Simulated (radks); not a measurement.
Values are calculated unless marked as measured or tabulated.
Q: Fe11+, 15 electrons, occupied as [Ne] 3s2 3p3 (the NIST ground configuration). Level of theory: non-relativistic Kohn-Sham, PBE, spin-polarised, spherical densities, point nucleus; open shells are filled with parallel spins first (a radial shooting solver on a logarithmic mesh with Libxc functionals). Some entries of the table are withheld. Estimate them.

orbital  occ.  eigenvalue (Ry)  r(max) (bohr)
1s up       1        -532.1199        0.03896
1s down     1        -531.9672        0.03895
2s up       1        -81.32215         0.2246
2s down     1        -81.19566         0.2247
2p up       3        -73.34144         0.1803
2p down     3        -73.15949         0.1806
3s up       1        -25.48715         0.6604
3s down     1        -24.80404         0.6607
3p up       3        -22.99775            (1)
3p down     0        -22.32732            (2)

A: 
(1) 3p up r(max) (bohr): 0.6505
(2) 3p down r(max) (bohr): 0.6506
